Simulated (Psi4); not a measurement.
Input file for Psi4: SAPT0/aug-cc-pVDZ on AsH5Se (a complex), monomers drawn apart or pushed together.

```
memory 1800 MB

molecule dimer {
0 1
As   -0.18873439   -0.11764323   -0.35513058
H    -0.15343769   -0.09021150   -1.88060545
H     1.30997495    0.13332965   -0.25091682
H    -0.50743476    1.36942323   -0.26976997
--
0 1
Se    0.05801677   -0.85848792    6.30977248
H    -1.38579234   -0.92705569    6.04755715
H    -0.17253577   -0.34964415    7.67160372
units angstrom
symmetry c1
no_reorient
no_com
}

set {
  basis aug-cc-pVDZ
  scf_type df
  freeze_core true
}

energy('sapt0')
```

The log:

```
[...]
==> Input File <==

--------------------------------------------------------------------------
memory 1800 MB

molecule dimer {
0 1
As   -0.18873439   -0.11764323   -0.35513058
H    -0.15343769   -0.09021150   -1.88060545
H     1.30997495    0.13332965   -0.25091682
H    -0.50743476    1.36942323   -0.26976997
--
0 1
Se    0.05801677   -0.85848792    6.30977248
H    -1.38579234   -0.92705569    6.04755715
H    -0.17253577   -0.34964415    7.67160372
units angstrom
symmetry c1
no_reorient
no_com
}

set {
  basis aug-cc-pVDZ
  scf_type df
  freeze_core true
}

energy('sapt0')
--------------------------------------------------------------------------


   => Loading Basis Set <=

    Name: AUG-CC-PVDZ
    Role: ORBITAL
    Keyword: BASIS
    atoms 1        entry AS         line  3108 file aug-cc-pvdz.gbs
    atoms 2-4, 6-7 entry H          line    40 file aug-cc-pvdz.gbs
    atoms 5        entry SE         line  3217 file aug-cc-pvdz.gbs

   => Loading Basis Set <=

    Name: AUG-CC-PVDZ
    Role: ORBITAL
    Keyword: BASIS
    atoms 1        entry AS         line  3108 file aug-cc-pvdz.gbs
    atoms 2-4, 6-7 entry H          line    40 file aug-cc-pvdz.gbs
    atoms 5        entry SE         line  3217 file aug-cc-pvdz.gbs


  //>>>>>>>>>>>>>>>>>>>>>>>>>>>>>>>>>>>//
  //              Dimer HF             //
  //<<<<<<<<<<<<<<<<<<<<<<<<<<<<<<<<<<<//

   => Libint2 <=

    Primary   basis highest AM E, G, H:  7, 6, 3
    Auxiliary basis highest AM E, G, H:  7, 7, 4
    Onebody   basis highest AM E, G, H:  -, -, -
    Solid Harmonics ordering:            Gaussian


   => Loading Basis Set <=

    Name: AUG-CC-PVDZ
    Role: ORBITAL
    Keyword: BASIS
    atoms 1        entry AS         line  3108 file aug-cc-pvdz.gbs
    atoms 2-4, 6-7 entry H          line    40 file aug-cc-pvdz.gbs
    atoms 5        entry SE         line  3217 file aug-cc-pvdz.gbs


         ---------------------------------------------------------
                                   SCF
               by Justin Turney, Rob Parrish, Andy Simmonett
                          and Daniel G. A. Smith
                              RHF Reference
                        1 Threads,   1716 MiB Core
         ---------------------------------------------------------

  ==> Geometry <==

    Molecular point group: c1
    Full point group: C1

    Geometry (in Angstrom), charge = 0, multiplicity = 1:

       Center              X                  Y                   Z               Mass
    ------------   -----------------  -----------------  -----------------  -----------------
         AS          -0.188734390000    -0.117643230000    -0.355130580000    74.921594570000
         H           -0.153437690000    -0.090211500000    -1.880605450000     1.007825032230
         H            1.309974950000     0.133329650000    -0.250916820000     1.007825032230
         H           -0.507434760000     1.369423230000    -0.269769970000     1.007825032230
         SE           0.058016770000    -0.858487920000     6.309772480000    79.916521800000
         H           -1.385792340000    -0.927055690000     6.047557150000     1.007825032230
         H           -0.172535770000    -0.349644150000     7.671603720000     1.007825032230

  Running in c1 symmetry.

  Rotational constants: A =      1.51715  B =      0.00503  C =      0.00502 [cm^-1]
  Rotational constants: A =  45483.09661  B =    150.71933  C =    150.52667 [MHz]
  Nuclear repulsion =  160.967701345296490

  Charge       = 0
  Multiplicity = 1
  Electrons    = 72
  Nalpha       = 36
  Nbeta        = 36

  ==> Algorithm <==

  SCF Algorithm Type is DF.
  DIIS enabled.
  MOM disabled.
  Fractional occupation disabled.
  Guess Type is SAD.
  Energy threshold   = 1.00e-08
  Density threshold  = 1.00e-08
  Integral threshold = 1.00e-12

  ==> Primary Basis <==

  Basis Set: AUG-CC-PVDZ
    Blend: AUG-CC-PVDZ
    Number of shells: 53
    Number of basis functions: 117
    Number of Cartesian functions: 123
    Spherical Harmonics?: true
    Max angular momentum: 2

   => Loading Basis Set <=

    Name: (AUG-CC-PVDZ AUX)
    Role: JKFIT
    Keyword: DF_BASIS_SCF
    atoms 1        entry AS         line  1158 file aug-cc-pvdz-jkfit.gbs
    atoms 2-4, 6-7 entry H          line    70 file aug-cc-pvdz-jkfit.gbs
    atoms 5        entry SE         line  1269 file aug-cc-pvdz-jkfit.gbs

  ==> Integral Setup <==

  DFHelper Memory: AOs need 0.051 GiB; user supplied 1.257 GiB.
  SCF_SUBTYPE=INCORE selected. In-core MEM_DF algorithm will be used.
  Using in-core AOs.

  ==> MemDFJK: Density-Fitted J/K Matrices <==

    J tasked:                   Yes
    K tasked:                   Yes
    wK tasked:                   No
    OpenMP threads:               1
    Algorithm:                 Core
    Schwarz Cutoff:           1E-12
    Mask sparsity (%):      15.9106
    Fitting Condition:        1E-10

   => Auxiliary Basis Set <=

  Basis Set: (AUG-CC-PVDZ AUX)
    Blend: AUG-CC-PVDZ-JKFIT
    Number of shells: 164
 
[...]
84
     103A      2.848011   104A      4.802511   105A      9.652619
     106A      9.748831   107A      9.751343   108A     18.429406
     109A     18.429676   110A     18.430800   111A     18.640101
     112A     18.643084   113A     35.797810   114A    117.628174
     115A    117.755701   116A    117.759215   117A    619.346684

    Final Occupation by Irrep:
              A
    DOCC [    18 ]
    NA   [    18 ]
    NB   [    18 ]

  @DF-RHF Final Energy: -2400.34718652648598

   => Energetics <=

    Nuclear Repulsion Energy =             24.7218160803570051
    One-Electron Energy =               -3392.8198659416661940
    Two-Electron Energy =                 967.7508633348231797
    Total Energy =                      -2400.3471865264864391

Computation Completed


Properties will be evaluated at   0.000000,   0.000000,   0.000000 [a0]

Properties computed using the SCF density matrix


 Multipole Moments:

 ------------------------------------------------------------------------------------
     Multipole            Electronic (a.u.)      Nuclear  (a.u.)        Total (a.u.)
 ------------------------------------------------------------------------------------

 L = 1.  Multiply by 2.5417464519 to convert [e a0] to [Debye]
 Dipole X            :         -1.0531292            0.7828041           -0.2703251
 Dipole Y            :         57.6415969          -57.5710528            0.0705441
 Dipole Z            :       -431.1558461          431.3326814            0.1768352
 Magnitude           :                                                    0.3306401

 ------------------------------------------------------------------------------------

  Constructing Basis Sets for SAPT...

   => Loading Basis Set <=

    Name: (AUG-CC-PVDZ AUX)
    Role: RIFIT
    Keyword: DF_BASIS_SAPT
    atoms 1        entry AS         line   830 file aug-cc-pvdz-ri.gbs
    atoms 2-4, 6-7 entry H          line    30 file aug-cc-pvdz-ri.gbs
    atoms 5        entry SE         line   900 file aug-cc-pvdz-ri.gbs

   => Loading Basis Set <=

    Name: (AUG-CC-PVDZ AUX)
    Role: JKFIT
    Keyword: DF_BASIS_ELST
    atoms 1        entry AS         line  1158 file aug-cc-pvdz-jkfit.gbs
    atoms 2-4, 6-7 entry H          line    70 file aug-cc-pvdz-jkfit.gbs
    atoms 5        entry SE         line  1269 file aug-cc-pvdz-jkfit.gbs


  //>>>>>>>>>>>>>>>>>>>>>>>>>>>>>>>>>>>//
  //               SAPT0               //
  //<<<<<<<<<<<<<<<<<<<<<<<<<<<<<<<<<<<//



        SAPT0
    Ed Hohenstein
     6 June 2009

      Orbital Information
  --------------------------
    NSO        =       117
    NMO        =       117
    NRI        =       375
    NRI (Elst) =       548
    NOCC A     =        18
    NOCC B     =        18
    FOCC A     =         9
    FOCC B     =         9
    NVIR A     =        99
    NVIR B     =        99

    Elst10,r            =    -0.000071113027 [Eh]
    Exch10              =     0.000000594245 [Eh]
    Exch10 (S^2)        =     0.000000594245 [Eh]

    Maxiter = 50
    CPHF R converge = 1.000000E-08

    Iter     Energy [mEh]          dE [mEh]         Residual      Time [s]
       1      -0.00094434       0.000944342     1.534855e-04             0
       2      -0.00103215       0.000087808     4.681522e-05             0
       3      -0.00108290       0.000050749     8.223861e-06             0
       4      -0.00107885      -0.000004048     2.812502e-06             1
       5      -0.00107820      -0.000000654     4.721756e-07             1
       6      -0.00107843       0.000000230     1.006136e-07             1
       7      -0.00107840      -0.000000022     2.133157e-08             1
       8      -0.00107840      -0.000000003     5.198769e-09             1

    CHF Iterations converged

    Maxiter = 50
    CPHF R converge = 1.000000E-08

    Iter     Energy [mEh]          dE [mEh]         Residual      Time [s]
       1      -0.00066364       0.000663642     1.378049e-04             0
       2      -0.00067861       0.000014964     3.628318e-05             0
       3      -0.00072001       0.000041407     6.130701e-06             0
       4      -0.00071640      -0.000003608     1.490458e-06             0
       5      -0.00071649       0.000000086     5.595453e-07             0
       6      -0.00071664       0.000000155     1.396091e-07             0
       7      -0.00071660      -0.000000047     3.095897e-08             0
       8      -0.00071660       0.000000006     1.190171e-08             0
       9      -0.00071660       0.000000000     3.496873e-09             0

    CHF Iterations converged

    Ind20,r (A<-B)      =    -0.000001078402 [Eh]
    Ind20,r (B<-A)      =    -0.000000716604 [Eh]
    Ind20,r             =    -0.000001795006 [Eh]
    Exch-Ind20,r (A<-B) =     0.000000226772 [Eh]
    Exch-Ind20,r (B<-A) =     0.000000218031 [Eh]
    Exch-Ind20,r        =     0.000000444803 [Eh]
    Disp20              =    -0.000096871108 [Eh]
    Disp20 (SS)         =    -0.000048435554 [Eh]
    Disp20 (OS)         =    -0.000048435554 [Eh]
    Exch-Disp20         =     0.000000123922 [Eh]
    Exch-Disp20 (SS)    =     0.000000091362 [Eh]
    Exch-Disp20 (OS)    =     0.000000032560 [Eh]

    SAPT Results
  --------------------------------------------------------------------------------------------------------
    Electrostatics                 -0.07111303 [mEh]      -0.04462410 [kcal/mol]      -0.18670723 [kJ/mol]
      Elst10,r                     -0.07111303 [mEh]      -0.04462410 [kcal/mol]      -0.18670723 [kJ/mol]

    Exchange                        0.00059425 [mEh]       0.00037289 [kcal/mol]       0.00156019 [kJ/mol]
      Exch10                        0.00059425 [mEh]       0.00037289 [kcal/mol]       0.00156019 [kJ/mol]
      Exch10(S^2)                   0.00059424 [mEh]       0.00037289 [kcal/mol]       0.00156019 [kJ/mol]

    Induction                      -0.00139839 [mEh]      -0.00087750 [kcal/mol]      -0.00367147 [kJ/mol]
      Ind20,r                      -0.00179501 [mEh]      -0.00112638 [kcal/mol]      -0.00471279 [kJ/mol]
      Exch-Ind20,r                  0.00044480 [mEh]       0.00027912 [kcal/mol]       0.00116783 [kJ/mol]
      delta HF,r (2)               -0.00004819 [mEh]      -0.00003024 [kcal/mol]      -0.00012651 [kJ/mol]

    Dispersion                     -0.09674719 [mEh]      -0.06070978 [kcal/mol]      -0.25400970 [kJ/mol]
      Disp20                       -0.09687111 [mEh]      -0.06078754 [kcal/mol]      -0.25433506 [kJ/mol]
      Exch-Disp20                   0.00012392 [mEh]       0.00007776 [kcal/mol]       0.00032536 [kJ/mol]
      Disp20 (SS)                  -0.04843555 [mEh]      -0.03039377 [kcal/mol]      -0.12716753 [kJ/mol]
      Disp20 (OS)                  -0.04843555 [mEh]      -0.03039377 [kcal/mol]      -0.12716753 [kJ/mol]
      Exch-Disp20 (SS)              0.00009136 [mEh]       0.00005733 [kcal/mol]       0.00023987 [kJ/mol]
      Exch-Disp20 (OS)              0.00003256 [mEh]       0.00002043 [kcal/mol]       0.00008549 [kJ/mol]

  Total HF                         -0.07191717 [mEh]      -0.04512871 [kcal/mol]      -0.18881851 [kJ/mol]
  Total SAPT0                      -0.16866436 [mEh]      -0.10583848 [kcal/mol]      -0.44282821 [kJ/mol]

  Special recipe for scaled SAPT0 (see Manual):
    Electrostatics sSAPT0          -0.07111303 [mEh]      -0.04462410 [kcal/mol]      -0.18670723 [kJ/mol]
    Exchange sSAPT0                 0.00059425 [mEh]       0.00037289 [kcal/mol]       0.00156019 [kJ/mol]
    Induction sSAPT0               -0.00139839 [mEh]      -0.00087750 [kcal/mol]      -0.00367147 [kJ/mol]
    Dispersion sSAPT0              -0.09674719 [mEh]      -0.06070978 [kcal/mol]      -0.25400970 [kJ/mol]
  Total sSAPT0                     -0.16866436 [mEh]      -0.10583848 [kcal/mol]      -0.44282821 [kJ/mol]
  --------------------------------------------------------------------------------------------------------



*** Psi4 exiting successfully. Buy a developer a beer!
```

The run finished.

Cost: very roughly 27 core-seconds.
